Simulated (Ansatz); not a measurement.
Isolated molecules relaxed with PBE0-D4/def2-TZVP in Ansatz; ΔE leaves out vibrations. CCSD(T)/CBS is the MP2 limit (def2-TZVPP, def2-QZVPP) plus CCSD(T) − MP2 in def2-TZVPP, frozen cores. This one scheme is used for every species, atoms too. Functionals use def2-TZVPP. B3LYP here is the variant with VWN-RPA as its local correlation; programs differ in this. Open shells (•) are unrestricted, without spin–orbit coupling. Spin–orbit coupling would lower the free atoms: a little for C, F, O, S, Si. Each species was taken in one conformer, which may not be the lowest.

Consider the atomization: `CO[SiH2]S[SiH2]F` → C• + F• + 7 H• + O• + S• + 2 Si•.

```csv
level,ΔE (kJ/mol),difference from CCSD(T)/CBS
PBE-D4,4679.4,8.4
r2SCAN-D4,4663.6,-7.4
PBE0-D4,4616.2,-54.8
B3LYP-D4,4637.1,-33.9
ωB97X-V,4683.8,12.8
ωB97M-V,4672.5,1.5
B2PLYP,4589.1,-81.9
PBE,4643.6,-27.4
r2SCAN,4654.6,-16.4
PBE0,4585.5,-85.5
B3LYP,4579.4,-91.6
HF/def2-TZVPP,3441.5,-1229.5
MP2/def2-TZVPP,4609.5,-61.5
SCS-MP2/def2-TZVPP,4594.5,-76.5
CCSD/def2-TZVPP,4470.8,-200.2
CCSD(T)/def2-TZVPP,4534.0,-137.0
HF/def2-QZVPP,3452.0,-1219.0
MP2/def2-QZVPP,4691.8,20.8
SCS-MP2/def2-QZVPP,4685.0,14.0
HF/CBS(def2),3453.6,-1217.4
MP2/CBS(def2),4746.5,75.5
CCSD/CBS(def2),4607.8,-63.2
CCSD(T)/CBS,4671.0,0
```

Largest T1 diagnostic among the species: 0.012.

From PBE to PBE0 (25 % exact exchange), in def2-TZVPP and without D4, ΔE moves by −58.1 kJ/mol: exact exchange takes away binding that semilocal exchange gives to molecules. In def2-TZVPP, CCSD(T) changes the Hartree–Fock value by +1092.5 kJ/mol (the triples alone add +63.2 kJ/mol) and MP2 by +1168.0 kJ/mol; breaking electron pairs costs correlation energy, which Hartree–Fock lacks. The D4 term adds +57.8 kJ/mol with B3LYP and +30.7 kJ/mol with PBE0; it sums over pairs of atoms, weighted by their polarisabilities, and B3LYP, whose exchange is more repulsive, gets the larger term.

For atomizations the MP2-based limit and the directly extrapolated one differ by several kJ/mol either way, and by 10 to 25 for some Ge, Se and Sn compounds, so smaller differences from it don't rank the levels.
